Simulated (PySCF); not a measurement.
Basis-set dependence of population analyses: `OB(O)[C@H]1C=N1`

Species: C₂H₄BNO₂.
SMILES with atom numbers: `[OH:1][B:2]([OH:3])[C@H:4]1[CH:5]=[N:6]1` (hydrogens: H7 on O1; H8 on O3; H9 on C4; H10 on C5)

PBE0 throughout (PySCF), one geometry, spherical d and f functions. Isolated species at its PBE0-D3(BJ)/def2-SVP geometry (one conformer only). Atoms taken as equivalent share a column and are averaged. The first 7 of 8 kinds of atom are listed.

Mulliken charges (e):

```
        basis  functions   O1/O3      B2      C4      C5      N6   H7/H8      H9
       STO-3G         34  -0.321  +0.352  -0.143  -0.015  -0.178  +0.215  +0.077
        6-31G         62  -0.607  +0.666  -0.386  +0.073  -0.294  +0.380  +0.189
     pcSseg-0         62  -0.629  +0.912  -0.563  +0.066  -0.444  +0.378  +0.261
       6-31G*         92  -0.593  +0.532  -0.313  +0.056  -0.292  +0.414  +0.178
      cc-pVDZ        104  -0.118  +0.045  -0.076  +0.051  -0.143  +0.139  +0.037
     def2-SVP        104  -0.155  +0.011  -0.073  +0.054  -0.173  +0.177  +0.071
  aug-cc-pVDZ        174  -0.417  +0.779  +0.686  +0.416  -0.502  +0.151  -0.584
6-311+G(2d,p)        186  -0.695  +1.070  -0.330  +0.003  -0.175  +0.283  +0.110
    def2-TZVP        210  -0.424  +0.335  -0.227  +0.035  -0.187  +0.307  +0.116
      cc-pVTZ        236  -0.237  +0.136  -0.108  -0.029  -0.132  +0.189  +0.105
     IGLO-III        250  -0.528  +0.690  -0.226  +0.152  -0.261  +0.255  +0.104
```

IAO charges (e):

```tsv
basis	functions	O1/O3	B2	C4	C5	N6	H7/H8	H9
STO-3G	34	-0.370	+0.349	-0.221	-0.036	-0.149	+0.258	+0.127
6-31G	62	-0.530	+0.471	-0.232	+0.007	-0.213	+0.347	+0.151
pcSseg-0	62	-0.507	+0.449	-0.232	+0.019	-0.226	+0.339	+0.150
6-31G*	92	-0.542	+0.507	-0.221	+0.028	-0.230	+0.347	+0.137
cc-pVDZ	104	-0.537	+0.487	-0.224	+0.025	-0.224	+0.351	+0.136
def2-SVP	104	-0.533	+0.482	-0.219	+0.030	-0.228	+0.349	+0.133
aug-cc-pVDZ	174	-0.558	+0.502	-0.230	+0.034	-0.240	+0.364	+0.144
6-311+G(2d,p)	186	-0.560	+0.508	-0.232	+0.036	-0.242	+0.364	+0.144
def2-TZVP	210	-0.560	+0.513	-0.233	+0.035	-0.240	+0.362	+0.143
cc-pVTZ	236	-0.559	+0.511	-0.233	+0.033	-0.237	+0.362	+0.142
IGLO-III	250	-0.563	+0.512	-0.233	+0.034	-0.241	+0.365	+0.144
```

Hirshfeld charges (e):

```csv
basis,functions,O1/O3,B2,C4,C5,N6,H7/H8,H9
STO-3G,34,-0.182,+0.168,-0.060,+0.035,-0.141,+0.141,+0.014
6-31G,62,-0.254,+0.212,-0.087,+0.048,-0.155,+0.179,+0.038
pcSseg-0,62,-0.254,+0.209,-0.098,+0.051,-0.147,+0.185,+0.033
6-31G*,92,-0.252,+0.210,-0.085,+0.050,-0.158,+0.179,+0.035
cc-pVDZ,104,-0.245,+0.207,-0.103,+0.049,-0.137,+0.176,+0.032
def2-SVP,104,-0.250,+0.216,-0.103,+0.053,-0.144,+0.179,+0.032
aug-cc-pVDZ,174,-0.253,+0.235,-0.106,+0.045,-0.150,+0.173,+0.040
"6-311+G(2d,p)",186,-0.256,+0.237,-0.104,+0.047,-0.153,+0.175,+0.041
def2-TZVP,210,-0.257,+0.234,-0.103,+0.047,-0.150,+0.176,+0.039
cc-pVTZ,236,-0.256,+0.233,-0.103,+0.047,-0.147,+0.175,+0.037
IGLO-III,250,-0.256,+0.239,-0.105,+0.045,-0.151,+0.174,+0.040
```

ESP-fitted charges (e):

```tsv
basis	functions	O1/O3	B2	C4	C5	N6	H7/H8	H9
STO-3G	34	-0.532	+0.623	-0.440	+0.159	-0.232	+0.338	+0.184
6-31G	62	-0.776	+0.816	-0.456	+0.174	-0.292	+0.474	+0.219
pcSseg-0	62	-0.768	+0.856	-0.523	+0.192	-0.322	+0.470	+0.245
6-31G*	92	-0.622	+0.550	-0.289	+0.087	-0.267	+0.413	+0.172
cc-pVDZ	104	-0.569	+0.473	-0.251	+0.067	-0.251	+0.389	+0.156
def2-SVP	104	-0.606	+0.543	-0.294	+0.096	-0.266	+0.403	+0.169
aug-cc-pVDZ	174	-0.610	+0.541	-0.230	+0.035	-0.265	+0.392	+0.167
6-311+G(2d,p)	186	-0.641	+0.581	-0.247	+0.032	-0.265	+0.408	+0.173
def2-TZVP	210	-0.634	+0.573	-0.254	+0.038	-0.261	+0.406	+0.172
cc-pVTZ	236	-0.602	+0.528	-0.238	+0.036	-0.257	+0.393	+0.164
IGLO-III	250	-0.617	+0.547	-0.223	+0.031	-0.267	+0.396	+0.163
```

Some averages cover members that differ in this geometry, most widely: O1/O3, ESP-fitted in aug-cc-pVDZ -0.652 to -0.567; O1/O3, ESP-fitted in 6-311+G(2d,p) -0.682 to -0.600; O1/O3, ESP-fitted in IGLO-III -0.658 to -0.577; O1/O3, ESP-fitted in pcSseg-0 -0.808 to -0.729 e.

Which scheme is steadiest as the basis changes?

Largest range over the bases for any column: Hirshfeld 0.08 e, IAO 0.19 e, ESP-fitted 0.38 e, Mulliken 1.25 e. Hirshfeld charges move least and Mulliken charges most, counted in e. Without the minimal STO-3G basis the ranges are Hirshfeld 0.03, IAO 0.06, ESP-fitted 0.38, Mulliken 1.25 e.

How much do the charges still move between the two largest bases, cc-pVTZ and IGLO-III?

At most, over all atoms: Mulliken 0.554 e, IAO 0.004 e, Hirshfeld 0.006 e, ESP-fitted 0.019 e.

What do the same runs give for the total energy, the frontier levels and the dipole moment?

```
        basis  energy (Eh)  HOMO (eV)  LUMO (eV)  μ (D)
       STO-3G    -304.2858      -5.37       2.90   3.36
        6-31G    -308.2200      -7.40      -0.04   3.82
     pcSseg-0    -307.5982      -7.63      -0.25   4.16
       6-31G*    -308.3328      -7.40       0.13   3.46
      cc-pVDZ    -308.3706      -7.46       0.02   3.28
     def2-SVP    -308.1223      -7.56      -0.09   3.44
  aug-cc-pVDZ    -308.3977      -7.75      -0.59   3.19
6-311+G(2d,p)    -308.4493      -7.78      -0.51   3.28
    def2-TZVP    -308.4751      -7.72      -0.37   3.27
      cc-pVTZ    -308.4655      -7.67      -0.28   3.22
     IGLO-III    -308.4826      -7.77      -0.46   3.24
```

The dipole is fixed by the density alone, so its range of 0.97 D shows that the density itself changes with the basis, not only its division among atoms.
